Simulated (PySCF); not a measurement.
TeBr⁺: frontier orbitals

r²SCAN at R = 2.403 Å; PySCF, scalar-relativistic core potentials, basis sets Te def2-SVP with ECP28, Br def2-SVP. State: ³Σ⁻ (triplet), unpaired electrons π ↑↑. Only the outer orbitals are listed, counted within each symmetry, core potentials removing the inner ones.

```json
{"spin": "α", "orbital": "10σ", "occ.": "1", "ε (eV)": "-27.81", "on Te (%)": "21", "main shells (%)": "77 Br s, 17 Te s"}
{"spin": "α", "orbital": "11σ", "occ.": "1", "ε (eV)": "-23.64", "on Te (%)": "77", "main shells (%)": "76 Te s, 20 Br s"}
{"spin": "α", "orbital": "12σ", "occ.": "1", "ε (eV)": "-16.65", "on Te (%)": "43", "main shells (%)": "54 Br p, 37 Te p"}
{"spin": "α", "orbital": "6π", "occ.": "1", "ε (eV)": "-15.36", "on Te (%)": "43", "main shells (%)": "56 Br p, 42 Te p"}
{"spin": "α", "orbital": "6π", "occ.": "1", "ε (eV)": "-15.36", "on Te (%)": "43", "main shells (%)": "56 Br p, 42 Te p"}
{"spin": "α", "orbital": "7π", "occ.": "1", "ε (eV)": "-13.18", "on Te (%)": "58", "main shells (%)": "57 Te p, 42 Br p"}
{"spin": "α", "orbital": "7π", "occ.": "1", "ε (eV)": "-13.18", "on Te (%)": "58", "main shells (%)": "57 Te p, 42 Br p"}
{"spin": "α", "orbital": "13σ", "occ.": "0", "ε (eV)": "-9.73", "on Te (%)": "64", "main shells (%)": "60 Te p, 36 Br p"}
{"spin": "α", "orbital": "14σ", "occ.": "0", "ε (eV)": "-1.52", "on Te (%)": "92", "main shells (%)": "68 Te s, 17 Te d, 8 Br d"}
{"spin": "α", "orbital": "8π", "occ.": "0", "ε (eV)": "0.03", "on Te (%)": "79", "main shells (%)": "78 Te d, 19 Br d"}
{"spin": "β", "orbital": "10σ", "occ.": "1", "ε (eV)": "-27.40", "on Te (%)": "16", "main shells (%)": "81 Br s, 12 Te s"}
{"spin": "β", "orbital": "11σ", "occ.": "1", "ε (eV)": "-22.15", "on Te (%)": "78", "main shells (%)": "78 Te s, 15 Br s"}
{"spin": "β", "orbital": "12σ", "occ.": "1", "ε (eV)": "-16.25", "on Te (%)": "43", "main shells (%)": "55 Br p, 34 Te p, 8 Te s"}
{"spin": "β", "orbital": "6π", "occ.": "1", "ε (eV)": "-14.57", "on Te (%)": "18", "main shells (%)": "81 Br p, 17 Te p"}
{"spin": "β", "orbital": "6π", "occ.": "1", "ε (eV)": "-14.57", "on Te (%)": "18", "main shells (%)": "81 Br p, 17 Te p"}
{"spin": "β", "orbital": "7π", "occ.": "0", "ε (eV)": "-11.32", "on Te (%)": "82", "main shells (%)": "82 Te p, 17 Br p"}
{"spin": "β", "orbital": "7π", "occ.": "0", "ε (eV)": "-11.32", "on Te (%)": "82", "main shells (%)": "82 Te p, 17 Br p"}
{"spin": "β", "orbital": "13σ", "occ.": "0", "ε (eV)": "-9.02", "on Te (%)": "66", "main shells (%)": "61 Te p, 32 Br p"}
```

Question: Which are the highest filled and the lowest empty level, where do they sit, and how wide is the gap?

Answer: Highest filled α 7π at -13.18 eV (in %: 57 Te p, 42 Br p); lowest empty β 7π at -11.32 eV (in %: 82 Te p, 17 Br p); the gap at r²SCAN is 1.86 eV. Both belong to one degenerate shell, split only by its one-sided filling, so this is no excitation gap.

* bond order (Mayer): 1.59
* ⟨S²⟩: 2.005
* charge on Te (Mulliken, basis-dependent): 0.85
* charge on Te (Löwdin, basis-dependent): 0.76
* dipole moment (positive dipole points towards Br; it is taken about the centre of mass and depends on that origin): -1.89 D

Spin–orbit coupling is left out. The state is the lowest determinant that a PBE0 search found; another state may lie lower at other levels.
